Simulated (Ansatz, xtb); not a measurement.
ClH4OSiSn: which of two isomers lies lower

Structure I is `O[Si@H](Cl)[SnH2]`, a doublet and structure II is `O[SiH2][SnH][Cl]`, a doublet. Both are isolated molecules in the gas phase, relaxed with PBE0-D3(BJ)/def2-SVP; the shapes shown needn't be the lowest conformers.

I (Å):

```yaml
atoms:
  - { symbol: Cl, position_ang: [0.4265, 1.0238, 2.1265] }
  - { symbol: O, position_ang: [2.2854, -0.8740, 0.5511] }
  - { symbol: Si, position_ang: [0.6806, -0.4899, 0.7205] }
  - { symbol: Sn, position_ang: [-0.4393, -2.6098, 1.6280] }
  - { symbol: H, position_ang: [2.8593, -0.2037, 0.1649] }
  - { symbol: H, position_ang: [0.1367, 0.0688, -0.5555] }
  - { symbol: H, position_ang: [-2.0570, -2.2906, 2.1285] }
  - { symbol: H, position_ang: [-0.4792, -3.8791, 0.4606] }
```

II (Å):

```xyz
8

Cl   -1.5667    0.2436   -0.6612
O    -0.4613    3.3094   -0.5213
Si    1.0472    2.7160   -0.1790
Sn    0.5808    0.2131    0.4520
H    -1.1077    2.6296   -0.7716
H     1.9756    2.7290   -1.3481
H     1.6563    3.4791    0.9467
H     0.1209   -0.1301    2.0926
```

Task: Estimate E(II) − E(I) at the level CCSD(T)/def2-SVP + ΔMP2/def2-TZVPP.

Result: Not settled: CCSD(T)/def2-SVP + ΔMP2/def2-TZVPP gives E(II) − E(I) = +5.89 kJ/mol, but this leans on the basis-set step: CCSD(T) alone gives +2.17 kJ/mol.

How the difference moves with the method:

| level | geometry | E(II) − E(I) (kJ/mol) | departure from the last row (kJ/mol) | job, with rough time for the two |
| --- | --- | --- | --- | --- |
| GFN2-xTB | GFN2-xTB | −58.58 | −64.46 | optimisation, 0.19 s |
| HF/STO-3G | GFN2-xTB | +26.37 | +20.49 | single point, 1.6 s |
| r2SCAN-D4/def2-SVP | GFN2-xTB | −8.04 | −13.92 | single point, 4.8 s |
| PBE0-D3(BJ)/def2-SVP | PBE0-D3(BJ)/def2-SVP | −5.61 | −11.50 | optimisation, 2.3 min |
| HF/def2-SVP | PBE0-D3(BJ)/def2-SVP | +1.36 | −4.52 | part of the CCSD(T) run |
| MP2/def2-SVP | PBE0-D3(BJ)/def2-SVP | +5.23 | −0.66 | part of the CCSD(T) run |
| CCSD(T)/def2-SVP | PBE0-D3(BJ)/def2-SVP | +2.17 | −3.71 | single point |
| CCSD(T)/def2-SVP + ΔMP2/def2-TZVPP | PBE0-D3(BJ)/def2-SVP | +5.89 |  | single point, 48 s |

As drawn, II has 1 Cl–Sn, 1 Si–H in place of 1 Cl–Si, 1 Sn–H.

GFN2-xTB, r2SCAN-D4/def2-SVP, PBE0-D3(BJ)/def2-SVP put the two in the other order. HF/def2-SVP finds them nearly level. The largest departure from CCSD(T)/def2-SVP + ΔMP2/def2-TZVPP is that of GFN2-xTB, 64.46 kJ/mol. The last row adds to CCSD(T) the change of the MP2 difference between the two basis sets, here +3.71 kJ/mol.

With harmonic frequencies from PBE0-D3(BJ)/def2-SVP (ideal gas, rigid rotor, one conformer each, 298.15 K, 1 atm): on the last row, ΔE + ΔZPE = +10.32 kJ/mol. A mode under 50 cm⁻¹ makes harmonic enthalpies and free energies unreliable, so none is given.

Open shells are spin-unrestricted. The correlated steps freeze 15 core orbitals; the filled d shell of Sn is correlated, in a basis made for valence electrons. Atoms past krypton carry core potentials in the def2 sets, other sets are all-electron and non-relativistic, and no spin–orbit term is included. Run with Ansatz 0.2.0, xtb 6.7.1; the last row on 2 threads of Intel(R) Xeon(R) Platinum 8375C CPU @ 2.90GHz (Ice Lake) on a shared host.
